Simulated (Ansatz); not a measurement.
`ICCI` + H₂ → `CI` + `CI` at 400 K and 1 bar (hydrogenolysis of a C–C bond).

Computed with Ansatz on PBE0-D4/def2-TZVP structures; ΔE is electronic, products minus reactants. CCSD(T)/CBS is the MP2 limit (def2-TZVPP, def2-QZVPP) plus CCSD(T) − MP2 in def2-TZVPP, frozen cores. This one scheme is used for every species. def2 core potentials past Kr. For I outer-core shells are correlated without core-valence functions, which leaves a few kJ/mol of doubt a bond. One conformer a species, not always the lowest.

```
species  CCSD(T)/CBS energy (Eh)  H − E (kJ/mol)  S (J/(mol·K))
 `ICCI`               -673.39965           172.6          365.0
     H₂                 -1.17544            38.0          139.0
   `CI`               -337.29646           111.8          267.3
   `CI`               -337.29646           111.8          267.3
```

H − E and S are ideal-gas, rigid-rotor, harmonic terms from PBE0-D4/def2-TZVP, for one conformer and one mirror image of each species. The MP2-based limit puts H₂ 0.8 mEh under its directly extrapolated value; such offsets cancel only in part. 1 Eh = 2625.50 kJ/mol, R = 8.31446 J/(mol·K).

By hand: ΔE, ΔH, ΔS and ΔG.

ΔE = (-337.29646) + (-337.29646) − (-673.39965) − (-1.17544) = -0.01783 Eh = -46.8 kJ/mol. Δ(H − E) = 111.8 + 111.8 − 172.6 − 38.0 = 13.0, so ΔH = -33.8 kJ/mol. ΔS = 267.3 + 267.3 − 365.0 − 139.0 = 30.6 J/(mol·K). ΔG = -33.8 − 400 × (30.6)/1000 = -46.0 kJ/mol.

By hand: the equilibrium constant, and the temperature at which ΔG would vanish if ΔH and ΔS stayed fixed.

log₁₀ K = −ΔG/(RT ln 10) = 6.0. ΔH and −TΔS have one sign here, so there is no such temperature.

TΔS isn't small against ΔH here. A doubt of 5 kJ/mol in ΔE shifts log₁₀ K by 0.7 here. Other conformers and mirror images would add mixing entropy, several J/(mol·K) or more a flexible species. These are equilibria of isolated gas molecules and say nothing of rates. Largest T1 diagnostic: 0.008 (customary marks: 0.02 for closed shells, 0.045 for open ones).
